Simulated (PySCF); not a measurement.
Isomers C₅H₈Cl₂Si:

A. `[C@]1(C[SiH3])(Cl)[C@@H]2[C@@H](Cl)[C@H]12`
B. `C[Si@@H](Cl)C1=C(Cl)CC1`
C. `C[Si@@H](C#CC)C(Cl)Cl`

Spectrum 1. $^{13}$C{$^{1}$H} NMR (computed): δ 115.8 (C), 82.8 (C), 74.0 (CH), 5.8 (CH3), -7.5 (CH3).

Spectrum 2. $^{13}$C{$^{1}$H} NMR (computed): δ 156.7 (C), 151.8 (C), 41.3 (CH2), 28.9 (CH2), 2.6 (CH3).

Spectrum 3. $^{13}$C{$^{1}$H} NMR (computed): δ 74.7 (C), 51.6 (CH), 28.8 (CH), 21.9 (CH2).

One computed conformer, non-relativistic Hamiltonian, no solvent, fast rotation and ring inversion assumed for equivalent nuclei. Geometry from GFN2-xTB; σ from GIAO-PBE0/pcSseg-1; PySCF.

δ = σ(ref) − σ, references computed at the same level: TMS for $^{13}$C (σref 186.93). Shifts are as computed. Against solution values, carbons near 30 ppm lie about +3 ppm off and those near 130 ppm about +5 ppm; carbons on Cl a further +6 ppm. Of 1309 compounds with measured shifts, 239 miss one by over three times the rms of a fit or turn the order of signals round; such compounds aren't used in these exercises. Carbons bonded to Cl come out too deshielded.

Which spectrum belongs to which compound?

Results:

1–C, 2–B, 3–A.

- Spectrum 1 (C): 5 $^{13}$C signals; δC 82.8 is an alkyne carbon; δC 74.0 is an sp3 CH bonded to 2 Cl and Si.
- Spectrum 2 (B): 5 $^{13}$C signals; δC 156.7 is a fully substituted alkene carbon; δC 151.8 is a fully substituted alkene carbon.
- Spectrum 3 (A): 4 $^{13}$C signals; δC 74.7 is a three-membered-ring carbon; δC 51.6 is a three-membered-ring carbon.
